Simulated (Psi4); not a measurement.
C₂H₈Si₂, triplet, at the geometry of the source list (a higher spin typed on purpose: for a closed-shell molecule this is an excited state); MP2/cc-pVDZ in Psi4.

The Psi4 input:
```
memory 2 GB

molecule mol {
0 3
  C     0.255200    0.360500    1.252100
  Si    1.347300   -0.249000   -0.203200
  C    -0.259600   -0.389800   -1.242300
  Si   -1.342500    0.281200    0.192500
  H     0.505500    1.346900    1.631900
  H     0.250600   -0.304700    2.112200
  H     2.304600    0.741400   -0.698700
  H     2.037500   -1.520200    0.036800
  H    -0.274600    0.210000   -2.147900
  H    -0.504300   -1.405000   -1.545600
  H    -1.959900    1.582100   -0.071400
  H    -2.360000   -0.653400    0.683600
}

set basis cc-pvdz
set reference uhf
set puream true

energy('mp2')
print_variables()
```

Task: What does Psi4 print? Leave out banner, timings and long lists.

Result: 
```
    SCF Algorithm Type (re)set to DF.

   => Loading Basis Set <=

    Name: CC-PVDZ
    Role: ORBITAL
    Keyword: BASIS

         ---------------------------------------------------------
                                   SCF
               by Justin Turney, Rob Parrish, Andy Simmonett
                          and Daniel G. A. Smith
                              UHF Reference
         ---------------------------------------------------------

  ==> Geometry <==

    Molecular point group: c1
    Full point group: C1

    Geometry (in Angstrom), charge = 0, multiplicity = 3:

       Center              X                  Y                   Z               Mass
    ------------   -----------------  -----------------  -----------------  -----------------
         C            0.254281029179     0.354292815761     1.254154684829    12.000000000000
         SI           1.346381029179    -0.255207184239    -0.201145315171    27.976926534650
         C           -0.260518970821    -0.396007184239    -1.240245315171    12.000000000000
         SI          -1.343418970821     0.274992815761     0.194554684829    27.976926534650
         H            0.504581029179     1.340692815761     1.633954684829     1.007825032230
         H            0.249681029179    -0.310907184239     2.114254684829     1.007825032230
         H            2.303681029179     0.735192815761    -0.696645315171     1.007825032230
         H            2.036581029179    -1.526407184239     0.038854684829     1.007825032230
         H           -0.275518970821     0.203792815761    -2.145845315171     1.007825032230
         H           -0.505218970821    -1.411207184239    -1.543545315171     1.007825032230
         H           -1.960818970821     1.575892815761    -0.069345315171     1.007825032230
         H           -2.360918970821    -0.659607184239     0.685654684829     1.007825032230

  Running in c1 symmetry.

  Rotational constants: A =      0.25184  B =      0.12375  C =      0.09089 [cm^-1]
  Rotational constants: A =   7549.88714  B =   3709.90881  C =   2724.72634 [MHz]
  Nuclear repulsion =  217.245328344693604

  Charge       = 0
  Multiplicity = 3
  Electrons    = 48
  Nalpha       = 25
  Nbeta        = 23

  ==> Algorithm <==

  SCF Algorithm Type is DF.
  DIIS enabled.
  MOM disabled.
  Fractional occupation disabled.
  Guess Type is SAD.
  Energy threshold   = 1.00e-08
  Density threshold  = 1.00e-08
  Integral threshold = 1.00e-12

  ==> Primary Basis <==

  Basis Set: CC-PVDZ
    Blend: CC-PVDZ
    Number of shells: 52
    Number of basis functions: 104
    Number of Cartesian functions: 108
    Spherical Harmonics?: true
    Max angular momentum: 2

   => Loading Basis Set <=

    Name: (CC-PVDZ AUX)
    Role: JKFIT
    Keyword: DF_BASIS_SCF

  ==> Integral Setup <==

  SCF_SUBTYPE=INCORE selected. In-core MEM_DF algorithm will be used.
  Using in-core AOs.

  ==> MemDFJK: Density-Fitted J/K Matrices <==

    J tasked:                   Yes
    K tasked:                   Yes
    wK tasked:                   No
    Algorithm:                 Core
    Schwarz Cutoff:           1E-12
    Mask sparsity (%):       0.3328
    Fitting Condition:        1E-10

   => Auxiliary Basis Set <=

  Basis Set: (CC-PVDZ AUX)
    Blend: CC-PVDZ-JKFIT
    Number of shells: 192
    Number of basis functions: 548
    Number of Cartesian functions: 622
    Spherical Harmonics?: true
    Max angular momentum: 3

  Minimum eigenvalue in the overlap matrix is 6.8392972734E-03.
  Reciprocal condition number of the overlap matrix is 1.2148884857E-03.
    Using symmetric orthogonalization.

  ==> Pre-Iterations <==

  SCF Guess: Superposition of Atomic Densities via on-the-fly atomic UHF (no occupation information).

   -------------------------
    Irrep   Nso     Nmo
   -------------------------
     A        104     104
   -------------------------
    Total     104     104
   -------------------------

  ==> Iterations <==

                           Total Energy        Delta E     RMS |[F,P]|

   @DF-UHF iter SAD:  -657.74400085313584   -6.57744e+02   0.00000e+00
   @DF-UHF iter   1:  -657.85052315310611   -1.06522e-01   3.79877e-03 ADIIS/DIIS
   @DF-UHF iter   2:  -657.94454290232829   -9.40197e-02   1.97493e-03 ADIIS/DIIS
   @DF-UHF iter   3:  -657.96926510688706   -2.47222e-02   3.70710e-04 ADIIS/DIIS
   @DF-UHF iter   4:  -657.97135979970642   -2.09469e-03   6.89492e-05 DIIS
   @DF-UHF iter   5:  -657.97144919456969   -8.93949e-05   2.80898e-05 DIIS
   @DF-UHF iter   6:  -657.97146689090664   -1.76963e-05   1.37013e-05 DIIS
   @DF-UHF iter   7:  -657.97147265655371   -5.76565e-06   5.41814e-06 DIIS
   @DF-UHF iter   8:  -657.97147382504738   -1.16849e-06   2.87661e-06 DIIS
   @DF-UHF iter   9:  -657.97147443248753   -6.07440e-07   2.97931e-06 DIIS
   @DF-UHF iter  10:  -657.97147411593096    3.16557e-07   2.44212e-06 DIIS
   @DF-UHF iter  11:  -657.97147374567351    3.70257e-07   1.05241e-06 DIIS
   @DF-UHF iter  12:  -657.97147374656151   -8.88008e-10   6.25553e-07 DIIS
   @DF-UHF iter  13:  -657.97147376090311   -1.43416e-08   3.54195e-07 DIIS
   @DF-UHF iter  14:  -657.97147376455496   -3.65185e-09   1.36127e-07 DIIS
   @DF-UHF iter  15:  -657.97147376543899   -8.84029e-10   6.19878e-08 DIIS
   @DF-UHF iter  16:  -657.97147376566909   -2.30102e-10   4.56301e-08 DIIS
   @DF-UHF iter  17:  -657.97147376580517   -1.36083e-10   4.39298e-08 DIIS
   @DF-UHF iter  18:  -657.97147376595626   -1.51090e-10   4.20019e-08 DIIS
   @DF-UHF iter  19:  -657.97147376657460   -6.18343e-10   3.74749e-08 DIIS
   @DF-UHF iter  20:  -657.97147376733653   -7.61929e-10   3.12786e-08 DIIS
   @DF-UHF iter  21:  -657.97147376779571   -4.59181e-10   2.81686e-08 DIIS
   @DF-UHF iter  22:  -657.97147376803389   -2.38174e-10   2.72377e-08 DIIS
   @DF-UHF iter  23:  -657.97147376829730   -2.63412e-10   2.57934e-08 DIIS
   @DF-UHF iter  24:  -657.97147376868065   -3.83352e-10   2.28575e-08 DIIS
   @DF-UHF iter  25:  -657.97147376928433   -6.03677e-10   1.82739e-08 DIIS
   @DF-UHF iter  26:  -657.97147376975306   -4.68731e-10   1.05991e-08 DIIS
   @DF-UHF iter  27:  -657.97147376985902   -1.05956e-10   7.53193e-09 DIIS
  Energy and wave function converged.

  ==> Post-Iterations <==

   @Spin Contamination Metric:   1.199085580E-02
   @S^2 Expected:                2.000000000E+00
   @S^2 Observed:                2.011990856E+00
   @S   Expected:                1.000000000E+00
   @S   Observed:                1.000000000E+00

    Orbital Energies [Eh]
    ---------------------

    Alpha Occupied:

[...]
      25A     -0.093529

    Alpha Virtual:

[...]
     104A      2.878297

    Beta Occupied:

[...]
    Beta Virtual:

[...]
    Final Occupation by Irrep:
              A
    DOCC [    23 ]
    SOCC [     2 ]
    NA   [    25 ]
    NB   [    23 ]

  @DF-UHF Final Energy:  -657.97147376985902

   => Energetics <=

    Nuclear Repulsion Energy =            217.2453283446936041
    One-Electron Energy =               -1340.4384306974088759
    Two-Electron Energy =                 465.2216285828561695
    Total Energy =                       -657.9714737698590170

  UHF NO Occupations:
  HONO-2 :   23  A 1.9987725
  HONO-1 :   24  A 1.0000000
  HONO-0 :   25  A 1.0000000
  LUNO+0 :   26  A 0.0012275
  LUNO+1 :   27  A 0.0009898
  LUNO+2 :   28  A 0.0009849
  LUNO+3 :   29  A 0.0006945

Computation Completed

Properties will be evaluated at   0.000000,   0.000000,   0.000000 [a0]

Properties computed using the SCF density matrix

 Multipole Moments:

 ------------------------------------------------------------------------------------
     Multipole            Electronic (a.u.)      Nuclear  (a.u.)        Total (a.u.)
 ------------------------------------------------------------------------------------

 L = 1.  Multiply by 2.5417464519 to convert [e a0] to [Debye]
 Dipole X            :         -0.0006454           -0.0073900           -0.0080353
 Dipole Y            :          0.0052063           -0.0488397           -0.0436334
 Dipole Z            :         -0.0015507            0.0161097            0.0145590
 Magnitude           :                                                    0.0466948

 ------------------------------------------------------------------------------------

  //>>>>>>>>>>>>>>>>>>>>>>>>>>>>>>>>>>>//
  //               DFMP2               //
  //<<<<<<<<<<<<<<<<<<<<<<<<<<<<<<<<<<<//

   => Loading Basis Set <=

    Name: (CC-PVDZ AUX)
    Role: RIFIT
    Keyword: DF_BASIS_MP2

	 --------------------------------------------------------
	                          DF-MP2
	      2nd-Order Density-Fitted Moller-Plesset Theory

	        Rob Parrish, Justin Turney, Andy Simmonett,
	           Ed Hohenstein, and C. David Sherrill
	 --------------------------------------------------------

	 --------------------------------------------------------
	                 NBF =   104, NAUX =   376
	 --------------------------------------------------------
	   CLASS    FOCC     OCC    AOCC    AVIR     VIR    FVIR
	   ALPHA       0      25      25      79      79       0
	    BETA       0      23      23      81      81       0
	 --------------------------------------------------------

	-----------------------------------------------------------
	 ==================> DF-MP2 Energies <====================
	-----------------------------------------------------------
	 Reference Energy          =    -657.9714737698590170 [Eh]
	 Singles Energy            =      -0.0000000000000000 [Eh]
	 Same-Spin Energy          =      -0.1259502507967494 [Eh]
	 Opposite-Spin Energy      =      -0.4128767087682913 [Eh]
	 Correlation Energy        =      -0.5388269595650407 [Eh]
	 Total Energy              =    -658.5103007294241024 [Eh]
	-----------------------------------------------------------
	 ================> DF-SCS-MP2 Energies <==================
	-----------------------------------------------------------
	 SCS Same-Spin Scale       =       0.3333333333333333 [-]
	 SCS Opposite-Spin Scale   =       1.2000000000000000 [-]
	 SCS Same-Spin Energy      =      -0.0419834169322498 [Eh]
	 SCS Opposite-Spin Energy  =      -0.4954520505219495 [Eh]
	 SCS Correlation Energy    =      -0.5374354674541993 [Eh]
	 SCS Total Energy          =    -658.5089092373132189 [Eh]
	-----------------------------------------------------------

  Variable Map:
  ----------------------------------------------------------------------------
[...]
  Array Variable Map:
  ----------------------------------------------------------------------------
[...]
[...]
```
